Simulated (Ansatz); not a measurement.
Species: ZnBr₂ (charge 0, singlet). 
Structure (B3LYP-D3(BJ)/def2-TZVP (Ansatz, an electronic-structure program) minimum search):
SMILES: [Br][Zn][Br]
```xyz
3

Zn     0.0000     0.0000     0.0000
Br     0.0000     0.0000     2.2411
Br     0.0000     0.0000    -2.2411
```

Computed values are from Ansatz. Valence correlation only, unless marked. UHF or UKS for open shells. No spin-orbit coupling. The frozen core is the preceding noble-gas configuration, with the filled d and f shells of earlier blocks. Non-relativistic. Basis-set limits of correlation are two-point, X^-3; Hartree-Fock from the larger set. [CCSD(T)-MP2]/basis is that difference in the basis named.

```json
{
  "atomisation energy De": "137.2 kcal/mol at RI-MP2/CBS(def2-TZVPPD,def2-QZVPPD)+[CCSD(T)-MP2]/def2-TZVPPD",
  "total_energy": "-6923.8574 Eh at RI-MP2/CBS(def2-TZVPPD,def2-QZVPPD)+[CCSD(T)-MP2]/def2-TZVPPD",
  "dipole_moment": "0.00 D at CCSD(T)/def2-SVPD",
  "T1 diagnostic": "0.014 at CCSD/def2-TZVPPD"
}
```
